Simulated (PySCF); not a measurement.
# Spinor energies of C²⁺ (carbon, charge +2)

Start: [He] 2s2. Calculated with PySCF 2.14 in an uncontracted even-tempered set (18 s from 0.12 bohr⁻², ratio 2.4; 11 p from 0.16 bohr⁻², ratio 2.4; 6 d from 0.7 bohr⁻², ratio 2.6; 5 f from 1.1 bohr⁻², ratio 2.6): generalised Hartree-Fock with the X2C-1e Hamiltonian and a Gaussian nucleus; one run each with spin-orbit coupling (SO) switched off, then screened by Boettger's factors.

```json
{"spinor shell": "1s1/2", "electrons": "2", "ε, spin-free (eV)": "-344.35", "ε, screened SO (eV)": "-344.35", "weight of nominal j (screened SO)": "1.000", "rms radius, screened SO (bohr)": "0.310"}
{"spinor shell": "2s1/2", "electrons": "2", "ε, spin-free (eV)": "-46.117", "ε, screened SO (eV)": "-46.117", "weight of nominal j (screened SO)": "1.000", "rms radius, screened SO (bohr)": "1.49"}
```

```
   quantity  spin-free  screened SO
E (hartree)  -36.42377    -36.42377
        M_J          0            0
       ⟨J²⟩      0.000        0.000
       ⟨L²⟩      0.000        0.000
       ⟨S²⟩      0.000        0.000
```

Without spin-orbit coupling the j labels of p, d and f shells carry no meaning; the spin-free column gives the mean over the occupied spinors of each nl shell.
